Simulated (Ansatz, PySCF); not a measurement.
N,N-dimethylethenamine (C₄H₉N), SMILES C=CN(C)C. Atoms are numbered in the order given.

```xyz
14

C      1.9201     0.6127     0.0671
C      0.9827    -0.3397    -0.1071
N     -0.3859    -0.1728    -0.2015
C     -1.2396    -1.2809     0.1672
C     -0.9302     1.1501    -0.0138
H      2.9745     0.3349     0.0517
H      1.6802     1.6680     0.2060
H      1.2952    -1.3844    -0.2176
H     -2.2140    -1.1981    -0.3409
H     -1.4309    -1.3404     1.2598
H     -0.7755    -2.2292    -0.1431
H     -0.8218     1.5176     1.0287
H     -0.4193     1.8675    -0.6752
H     -2.0001     1.1497    -0.2695
```
Charge 0, spin multiplicity 1.

Geometry: B3LYP-D3(BJ)/def2-SVP. The values are those of a single conformer.

Two levels are set side by side: PBE-D3(BJ)/def2-SVP (Ansatz, a program for electronic structure) and B3LYP-D3(BJ)/def2-SVP (Ansatz). Each level has its own optimised geometry; the coordinates shown are those of the second. Frequencies come from the Hessian of PySCF at each geometry. Differences are taken from unrounded values.

```json
[
 {"quantity": "mean bond length (Å)", "B3LYP-D3(BJ)": "1.194"},
 {"quantity": "bond C1–C2 (Å)", "B3LYP-D3(BJ)": "1.348"},
 {"quantity": "bond C2–N3 (Å)", "B3LYP-D3(BJ)": "1.382"},
 {"quantity": "bond N3–C4 (Å)", "B3LYP-D3(BJ)": "1.447"},
 {"quantity": "bond N3–C5 (Å)", "B3LYP-D3(BJ)": "1.443"},
 {"quantity": "bond C1–H6 (Å)", "B3LYP-D3(BJ)": "1.091"},
 {"quantity": "bond C1–H7 (Å)", "B3LYP-D3(BJ)": "1.091"},
 {"quantity": "bond C2–H8 (Å)", "B3LYP-D3(BJ)": "1.096"},
 {"quantity": "bond C4–H9 (Å)", "B3LYP-D3(BJ)": "1.102"},
 {"quantity": "bond C4–H10 (Å)", "B3LYP-D3(BJ)": "1.111"},
 {"quantity": "bond C4–H11 (Å)", "B3LYP-D3(BJ)": "1.100"},
 {"quantity": "bond C5–H12 (Å)", "B3LYP-D3(BJ)": "1.111"},
 {"quantity": "bond C5–H13 (Å)", "B3LYP-D3(BJ)": "1.101"},
 {"quantity": "bond C5–H14 (Å)", "B3LYP-D3(BJ)": "1.100"},
 {"quantity": "highest harmonic wavenumber (cm⁻¹)", "B3LYP-D3(BJ)": "3258"},
 {"quantity": "mean harmonic wavenumber (cm⁻¹)", "B3LYP-D3(BJ)": "1522"},
 {"quantity": "zero-point energy (kcal/mol)", "B3LYP-D3(BJ)": "78.32"}
]
```

Question: What does PBE-D3(BJ) give, and how far is it from B3LYP-D3(BJ)? (An estimate is asked for; the answer gives what the named calculation found.)

Answer: 
```tsv
quantity	PBE-D3(BJ)	PBE-D3(BJ) minus B3LYP-D3(BJ)
mean bond length (Å)	1.201	0.007
bond C1–C2 (Å)	1.357	0.010
bond C2–N3 (Å)	1.384	0.002
bond N3–C4 (Å)	1.447	0.001
bond N3–C5 (Å)	1.444	0.001
bond C1–H6 (Å)	1.098	0.007
bond C1–H7 (Å)	1.099	0.008
bond C2–H8 (Å)	1.104	0.008
bond C4–H9 (Å)	1.110	0.008
bond C4–H10 (Å)	1.119	0.008
bond C4–H11 (Å)	1.108	0.008
bond C5–H12 (Å)	1.119	0.008
bond C5–H13 (Å)	1.110	0.008
bond C5–H14 (Å)	1.108	0.008
highest harmonic wavenumber (cm⁻¹)	3201	-58
mean harmonic wavenumber (cm⁻¹)	1480	-41
zero-point energy (kcal/mol)	76.19	-2.12
```

Exact exchange shortens and stiffens bonds; PBE has none. Differences between two approximate levels are no errors against the true value.
